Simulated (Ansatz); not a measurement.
`BOCO[SiH3]` + `[NH2][Sc]([OH])[OH]` → `[NH2][Sc]([OH])[O][SiH3]` + `BOCO`  (ligand exchange at the Si–O bond)

Program: Ansatz. Geometries: PBE0-D4/def2-TZVP. ΔE: electronic, gas phase. CBS: MP2 limit from def2 TZ/QZ plus the TZ coupled-cluster correction, frozen cores. Functionals use def2-TZVPP. For Sc outer-core shells are correlated without core-valence functions, which leaves a few kJ/mol of doubt a bond. Scalar relativity is left out up to krypton. One conformer a species, not always the lowest.

`BOCO[SiH3]`:

Cartesian coordinates in Å:
```
B -2.211 0.334 0.405
O -1.087 0.227 -0.326
C 0.066 0.988 -0.030
O 1.049 0.184 0.514
Si 1.683 -1.137 -0.260
H -2.264 1.124 1.309
H -3.124 -0.374 0.100
H 0.400 1.431 -0.975
H -0.177 1.769 0.696
H 1.905 -0.810 -1.695
H 0.792 -2.319 -0.158
H 2.968 -1.415 0.420
```

`[NH2][Sc]([OH])[OH]`:

Z-matrix (Å, degrees):
```
N
Sc 1 1.986
H 1 1.012 2 126.2
H 1 1.012 2 126.2 3 -180.0
O 2 1.875 1 116.3 3 0.0
O 2 1.875 1 116.3 3 180.0
H 5 0.952 2 169.0 1 179.9
H 6 0.952 2 169.1 1 -179.9
```

`[NH2][Sc]([OH])[O][SiH3]`:

Cartesian coordinates in Å:
```
N -1.673 1.721 0.794
Sc -0.785 -0.049 0.749
O -1.442 -1.352 1.916
O 0.655 -0.271 -0.480
Si 1.887 -0.541 -1.503
H -1.435 2.524 0.226
H -2.448 1.987 1.388
H -1.627 -2.135 2.425
H 1.379 -0.857 -2.868
H 2.723 -1.687 -1.044
H 2.766 0.659 -1.602
```

`BOCO`:

Z-matrix (Å, degrees):
```
C
O 1 1.416
O 1 1.382 2 111.0
H 1 1.096 2 106.2 3 -122.2
H 1 1.093 2 110.1 3 118.1
B 2 1.344 1 121.5 3 -104.2
H 3 0.962 1 108.8 2 -65.4
H 6 1.202 2 120.0 1 -2.9
H 6 1.196 2 117.0 1 177.8
```

```json
{"level": "PBE0-D4", "ΔE (kJ/mol)": "-31.1", "difference from CCSD(T)/CBS": "0.4"}
{"level": "CAM-B3LYP-D4", "ΔE (kJ/mol)": "-28.0", "difference from CCSD(T)/CBS": "3.5"}
{"level": "ωB97M-V", "ΔE (kJ/mol)": "-28.2", "difference from CCSD(T)/CBS": "3.3"}
{"level": "PBE-QIDH", "ΔE (kJ/mol)": "-32.7", "difference from CCSD(T)/CBS": "-1.2"}
{"level": "PBE0", "ΔE (kJ/mol)": "-32.7", "difference from CCSD(T)/CBS": "-1.2"}
{"level": "r2SCAN0", "ΔE (kJ/mol)": "-32.5", "difference from CCSD(T)/CBS": "-1.0"}
{"level": "CCSD/def2-SVP", "ΔE (kJ/mol)": "-41.4", "difference from CCSD(T)/CBS": "-9.9"}
{"level": "CCSD(T)/def2-SVP", "ΔE (kJ/mol)": "-41.3", "difference from CCSD(T)/CBS": "-9.8"}
{"level": "MP2/def2-TZVPP", "ΔE (kJ/mol)": "-29.9", "difference from CCSD(T)/CBS": "1.6"}
{"level": "MP2/CBS(def2)", "ΔE (kJ/mol)": "-29.7", "difference from CCSD(T)/CBS": "1.8"}
{"level": "CCSD(T)/CBS", "ΔE (kJ/mol)": "-31.5", "difference from CCSD(T)/CBS": "0"}
```

Largest T1 diagnostic among the species: 0.016.

Leaving LDA and LC-ωPBE aside and taking each functional with its dispersion term where it has one, the values, not all of them listed here, spread over 6.9 kJ/mol, from B97M-V to BLYP-D4. LDA lies +5.2 kJ/mol from PBE without D4. At CCSD(T), def2-SVP lies −9.8 kJ/mol from the extrapolated value and def2-TZVPP −0.2 kJ/mol.
